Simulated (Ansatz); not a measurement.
# SiH3Br (SMILES [SiH3]Br): from total energies to a heat of formation

The species is SiH3Br (5 atoms), meant as a singlet with charge 0. As SMILES, `[SiH3]Br`. Geometry: relaxed at PBE0-D4/def2-TZVP.

Total energies at BCCD(T)/def2-TZVP, 14 core orbitals frozen (Ansatz 0.2.0); the atoms run unrestricted:

| species | state | energy (Eh) |
| --- | --- | --- |
| SiH3Br | singlet | -2863.586378 |
| Si | triplet | -288.926729 |
| Br | doublet | -2572.661719 |
| H | doublet | -0.499810 |

Harmonic wavenumbers at PBE0-D4/def2-TZVP, in cm⁻¹: 430, 624, 624, 924, 944, 944, 2248, 2263, 2263.

Measured heats of formation of the gaseous atoms at 298.15 K, in kJ/mol: Si 450.0, Br 111.9, H 218.0. Spin-orbit lowering of the atoms at 298 K (mean of the ground term's levels less their thermal mean, from spectra), in kJ/mol: Si 0.44, Br 14.69. Take 1 Eh = 2625.50 kJ/mol, 1 cm⁻¹ = 0.0119627 kJ/mol, RT = 2.479 kJ/mol.

Task: What heat of formation follows?

Result: 
1. Electronic atomisation energy: (-288.926729) + (-2572.661719) + 3 × (-0.499810) − (-2863.586378) = 0.498500 Eh = 1308.8 kJ/mol.
2. Zero-point energy: half the sum of the wavenumbers, 5632 cm⁻¹ = 67.4 kJ/mol.
3. Thermal vibrational enthalpy, Σ hcν̃/(exp(hcν̃/kT) − 1): 1.9 kJ/mol. Translation, rotation and pV of a non-linear molecule: 4 RT = 9.9 kJ/mol.
4. The 5 free atoms carry 5/2 RT each: 31.0 kJ/mol.
5. Spin-orbit coupling lowers the free atoms by 0.44 + 14.69 = 15.1 kJ/mol.
6. Atomisation enthalpy at 298 K: 1308.8 − 15.1 − 67.4 − 1.9 − 9.9 + 31.0 = 1245.5 kJ/mol.
7. Sum of the atoms' heats of formation: 1215.9 kJ/mol. Heat of formation: 1215.9 − 1245.5 = -29.6 kJ/mol.

No measured value is set beside it here. Relativity is left out. Anharmonicity and any spin-orbit splitting of the molecule are left out, and so is core correlation.
